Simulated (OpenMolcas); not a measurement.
OpenMolcas input wanted

Si2H6O2 has 10 atoms, charge 0, and is taken as a triplet. SMILES of the parent species: `O[SiH2][SiH2]O`. The coordinates come from a PBE0-D4/def2-TZVP relaxation. This is one conformer, not always the lowest. That shape belongs to the parent species and isn't relaxed for this state.

| atom | x (Å) | y (Å) | z (Å) |
| --- | --- | --- | --- |
| O | -1.0233 | 1.8877 | 1.0290 |
| Si | 0.1143 | 0.6860 | 0.9597 |
| Si | -0.1486 | -0.6736 | -0.9477 |
| O | 0.9872 | -1.8770 | -1.0149 |
| H | -1.0133 | 2.5455 | 0.3328 |
| H | -0.0791 | -0.1129 | 2.1991 |
| H | 1.4983 | 1.2467 | 0.9863 |
| H | -1.5335 | -1.2320 | -0.9755 |
| H | 0.0475 | 0.1243 | -2.1873 |
| H | 0.9757 | -2.5341 | -0.3180 |

Settings wanted:

| Setting | Value |
| --- | --- |
| method | DFT |
| reference | UKS |
| relativity | none |
| symmetry | none |
| basis set | 6-31G* |
| task | energy |
| functional | PBE |
| dispersion | none |
| nucleus | point |
| integration grid | UltraFine |
| SCF convergence threshold | 1e-10 |
| d and f functions | spherical |

Task: Give an OpenMolcas 26.06 job that does this.

Result: This one ran through:

job.input:
```
* H6O2Si2 Kohn-Sham DFT

&GATEWAY
 BasLib
 $CurrDir
 BasisSet
 O.6-31Gs....
 O1 -1.023300 1.887700 1.029000 angstrom
 O4 0.987200 -1.877000 -1.014900 angstrom
 End of Basis
 BasisSet
 Si.6-31Gs....
 Si2 0.114300 0.686000 0.959700 angstrom
 Si3 -0.148600 -0.673600 -0.947700 angstrom
 End of Basis
 BasisSet
 H.6-31Gs....
 H5 -1.013300 2.545500 0.332800 angstrom
 H6 -0.079100 -0.112900 2.199100 angstrom
 H7 1.498300 1.246700 0.986300 angstrom
 H8 -1.533500 -1.232000 -0.975500 angstrom
 H9 0.047500 0.124300 -2.187300 angstrom
 H10 0.975700 -2.534100 -0.318000 angstrom
 End of Basis

&SEWARD
 GridInput
 Grid=UltraFine
 End of Grid

&SCF
 UHF
 Spin
 3
 KSDFT
 PBE
 Thresholds
 1e-10 1e-07 1e-07 1e-05
 PrOrbitals
 1 1
```

```bash
$ export MOLCAS_MEM=1860
$ pymolcas job.input > job.log
```

(Basis files named in the input come from the Basis Set Exchange and aren't shown.)

Calculated total energy: -732.41795 Eh.
